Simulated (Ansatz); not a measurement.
```yaml
crystal:
  periodic: [true, true, true]
  atoms:
    - {symbol: S, position_ang: [-1.031255, 1.992626, 0.695423]}
    - {symbol: Si, position_ang: [0.678123, 0.720170, 0.652065]}
    - {symbol: Cl, position_ang: [1.884814, 1.569286, -0.780537]}
    - {symbol: O, position_ang: [0.310065, -0.801521, 0.280911]}
    - {symbol: Ga, position_ang: [-0.386614, -1.630462, -1.161261]}
    - {symbol: H, position_ang: [-1.599935, 1.305264, 1.702705]}
    - {symbol: H, position_ang: [1.404962, 0.739234, 1.935405]}
    - {symbol: H, position_ang: [-0.532984, -0.774877, -2.451481]}
    - {symbol: H, position_ang: [-0.727176, -3.119700, -0.873241]}
basis:
  gaussian: {orbitals: aug-pcseg-2, nuclear_model: gaussian}
hamiltonian: {xc: {name: revPBE0}, dispersion: d3bj}
scf: {lower_state_search: light}
output: {forces: true}
```

```sh
$ ansatz run in.yaml --threads 4 --pin off --events-out ev --progress --plain --max-ram 10444MiB
```

Question: How does Ansatz answer? (An estimate is asked.)

Answer: Ansatz gave: The program refused the input.
```
Error: YAML parse error: error: line 2 column 3: crystal: missing field `lattice` (a structure is typed as `lattice` and `atoms`, a molecule's as `atoms` in Å alone, or read from a run's directory, `checkpoint`)
 --> <input>:2:3
1 | crystal:
2 |   periodic: [true, true, true]
3 |   atoms:
4 |     - {symbol: S, position_ang: [-1.031255, 1.992626, 0.695423]}
```
